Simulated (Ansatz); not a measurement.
Isomers of CH$_{7}$FSi$_{2}$, relaxed with PBE0-D4/def2-TZVP in Ansatz; electronic energies, one conformer each and not always the lowest. Functionals use def2-TZVPP; CBS adds triple-zeta CCSD(T) − MP2 to the MP2 limit of def2-TZVPP and def2-QZVPP.

Order them by energy at frozen-core CCSD(T)/CBS, lowest first. (Estimate.)
A. `F[SiH2]C[SiH3]`
B. `C[SiH](F)[SiH3]`
C. `FC[SiH2][SiH3]`
D. `C[SiH2][SiH2]F`

A (0.0 kJ/mol), B (10.1 kJ/mol), D (20.7 kJ/mol), C (257.5 kJ/mol).

How do HF/CBS(def2), B3LYP-D4, B2PLYP, PBE0-D4 place them (kJ/mol, against `F[SiH2]C[SiH3]`)? (Best estimate.)

Computed: 
| isomer | HF/CBS(def2) | B3LYP-D4 | B2PLYP | PBE0-D4 |
| --- | --- | --- | --- | --- |
| `C[SiH](F)[SiH3]` | 16.1 | 4.9 | 8.9 | -0.4 |
| `C[SiH2][SiH2]F` | 25.2 | 15.7 | 19.2 | 10.8 |
| `FC[SiH2][SiH3]` | 263.6 | 242.4 | 252.9 | 234.9 |

B3LYP here is the variant with VWN-RPA as its local correlation; programs differ in this.
